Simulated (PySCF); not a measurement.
Species: C7H9F.
Numbering: `[CH2:1]=[C:2]1[CH2:3][CH2:4]/[C:5]1=[C:6](/[CH3:7])[F:8]` (hydrogens: H9, H10 on C1; H11, H12 on C3; H13, H14 on C4; H15, H16, H17 on C7)

The geometry is computed with GFN2-xTB (gas phase).

(1) List the bond lengths, angles and torsions at this level.

Answers

(1) 
```json
{"bond": "C1=C2", "length (Å)": "1.324", "order": "double"}
{"bond": "C2–C3", "length (Å)": "1.511", "order": "single"}
{"bond": "C3–C4", "length (Å)": "1.542", "order": "single"}
{"bond": "C4–C5", "length (Å)": "1.510", "order": "single"}
{"bond": "C5=C6", "length (Å)": "1.328", "order": "double"}
{"bond": "C6–C7", "length (Å)": "1.488", "order": "single"}
{"bond": "C6–F8", "length (Å)": "1.363", "order": "single"}
{"bond": "C2–C5", "length (Å)": "1.460", "order": "single"}
{"bond": "C1–H9", "length (Å)": "1.077", "order": "single"}
{"bond": "C1–H10", "length (Å)": "1.076", "order": "single"}
{"bond": "C3–H11, C3–H12", "length (Å)": "1.089", "order": "single"}
{"bond": "C4–H13, C4–H14", "length (Å)": "1.089", "order": "single"}
{"bond": "C7–H15, C7–H16, C7–H17", "length (Å)": "1.088", "order": "single"}
```

Bonds in one row agree within 0.01 Å and their mean is given. Orders are formal, as drawn. A selection of angles:
```json
{"angle": "C1–C2–C3", "degrees": "132.3"}
{"angle": "C1–C2–C5", "degrees": "136.3"}
{"angle": "C3–C2–C5", "degrees": "91.4"}
{"angle": "C2–C3–C4", "degrees": "88.6"}
{"angle": "C3–C4–C5", "degrees": "88.3"}
{"angle": "C4–C5–C6", "degrees": "132.3"}
{"angle": "C2–C5–C4", "degrees": "91.7"}
{"angle": "C2–C5–C6", "degrees": "136.0"}
{"angle": "C5–C6–C7", "degrees": "129.4"}
{"angle": "C5–C6–F8", "degrees": "118.0"}
{"angle": "C7–C6–F8", "degrees": "112.6"}
```

Dihedral angles: C1–C2–C3–C4 176° (antiperiplanar); C2–C3–C4–C5 2° (synperiplanar); C3–C4–C5–C6 177° (antiperiplanar); C4–C5–C6–C7 -178° (antiperiplanar); C1–C2–C5–C4 -176° (antiperiplanar). The mirror-image conformer, all signs reversed, is as good.

Of the pairs four or more bonds apart, H10···H17 is among the closest relative to their van der Waals radii: 2.22 Å, 93 % of the sum of Bondi's values. The C–C distances run from 1.324 Å (C1=C2, drawn double) to 1.542 Å (C3–C4, drawn single), a spread of 0.218 Å. The 4-membered ring C2–C3–C4–C5 has internal angles of 88.3° to 91.7° (sum 360°, against 360° for a flat polygon); it is almost planar, 0.01 Å rms from its mean plane, widest ring torsion 2°.

GFN2-xTB frequencies: not computed here.
